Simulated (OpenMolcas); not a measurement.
## Ar⁵⁺: effect of the IPEA shift

- Program: OpenMolcas 26.06
- Basis: ANO-RCC-VTZP [5s4p2d1f]
- Scalar Hamiltonian: DKH2, point nucleus
- Active space: 3 electrons in 9 orbitals (RAS2 3s 3p; RAS3 3d, at most 2 electrons)
- State averaging: 2S+1 = 4 odd, 1 root; 2S+1 = 2 odd, 11 roots; 2S+1 = 4 even, 3 roots; 2S+1 = 2 even, 9 roots
- Spin-orbit coupling: RASSI with atomic mean-field integrals over the reference wave functions, term energies averaged over their components

Methods on the same reference wave functions:
A. RASSCF
B. MS-RASPT2, IPEA 0 Eh, imaginary shift 0.1 Eh (closed shells correlated: 2s 2p)
C. MS-RASPT2, IPEA 0.25 Eh, imaginary shift 0.1 Eh (closed shells correlated: 2s 2p)

Energies in cm-1 above 3s2 3p 2P* 1/2, the measured ground level; measured values from Saloman, J. Phys. Chem. Ref. Data 39, 033101 (2010).

```json
{"Level": "3s2 3p 2P* 1/2", "A": "0.0", "B": "0.0", "C": "0.0", "Measured": "0.0"}
{"Level": "3s2 3p 2P* 3/2", "A": "2008", "B": "2011", "C": "2011", "Measured": "2208"}
{"Level": "3s 3p2 4P 1/2", "A": "97445", "B": "99006", "C": "99012", "Measured": "100158"}
{"Level": "3s 3p2 4P 3/2", "A": "98176", "B": "99738", "C": "99744", "Measured": "100958"}
{"Level": "3s 3p2 4P 5/2", "A": "99330", "B": "100891", "C": "100897", "Measured": "102192"}
{"Level": "3s 3p2 2D 3/2", "A": "134993", "B": "134429", "C": "134471", "Measured": "132463"}
{"Level": "3s 3p2 2D 5/2", "A": "135055", "B": "134493", "C": "134535", "Measured": "132575"}
{"Level": "3s 3p2 2S 1/2", "A": "173708", "B": "171322", "C": "171412", "Measured": "169804"}
{"Level": "3s 3p2 2P 1/2", "A": "186846", "B": "185103", "C": "185164", "Measured": "182182"}
{"Level": "3s 3p2 2P 3/2", "A": "188121", "B": "186382", "C": "186443", "Measured": "183577"}
```

Deviations, from unrounded energies. A percentage is the sum of absolute deviations over the sum of measured energies, with the sign that they share, or ± where signs differ.

```csv
Against measurement,Levels,A,B,C
mean absolute deviation (cm-1),9,3000,1700,1700
fine structure of the ground term (%),1,-9.1,-8.9,-8.9
other configurations (%),8,±2.4,±1.3,±1.4
```

B, C lie about equally close to measurement and A furthest from it. The largest miss of B in the table is 3s 3p2 2P 1/2, by +2900 cm-1. The ranking rests on the paired levels alone, and a cruder setting can come out closer through cancelling errors.

Between B and C the level of the table that moves most is 3s 3p2 2S 1/2, by 90 cm-1 (lowest in B, highest in C).

The lowest spin-free term lies below A's lowest term by 0.039 hartree in B, 0.039 hartree in C.

Active for correlation alone: 3d; no level in the range computed is led by a configuration that fills it, so any true level of that kind is missing. Computed and measured levels are paired by configuration, term and J; levels that our copy of the source lacks, or whose pairing is in doubt (as where it misses far off the trend of its configuration), stay unpaired and out of the deviations. Only configurations of the active space appear. The table leaves out levels that lie high or whose names do not pair safely across all columns.

* marks odd parity.
